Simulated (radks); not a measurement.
Results of a calculation; reference values are marked as such.
Neutral sulfur, 16 electrons, occupied as [Ne] 3s2 3p3 4f1 (not the ground configuration).

Level of theory: scalar-relativistic Kohn-Sham, PBE, spin-polarised, spherical densities, point nucleus; open shells are filled with parallel spins first (a radial shooting solver on a logarithmic mesh with Libxc functionals).

Energy parts (eV):
total: -10850.178
kinetic: 10892.491
electron-nucleus: -25736.075
Hartree: 4681.370
exchange-correlation: -687.965

Orbitals (lengths in bohr, moments of r in powers of bohr; r(max) is where P^2 peaks):
orbital,occ.,eigenvalue (eV),r(max)
1s up,1,-2415.891,0.06330
1s down,1,-2415.449,0.06329
2s up,1,-221.4651,0.3881
2s down,1,-221.0289,0.3883
2p up,3,-166.3681,0.3256
2p down,3,-165.7638,0.3260
3s up,1,-27.0501,1.395
3s down,1,-23.6102,1.385
3p up,3,-16.1409,1.547
4f up,1,-0.4806,16.09

The highest occupied level is 4f up at -0.481 eV. Summed over all electrons, <r^2> = 322.4 bohr^2, which gives a Langevin (diamagnetic) susceptibility term of -255 x 10^-6 cm^3/mol. Spin moment in Bohr magnetons: 4.

Empty levels of this run are not shown, since the potential may be unsettled where no density lies.
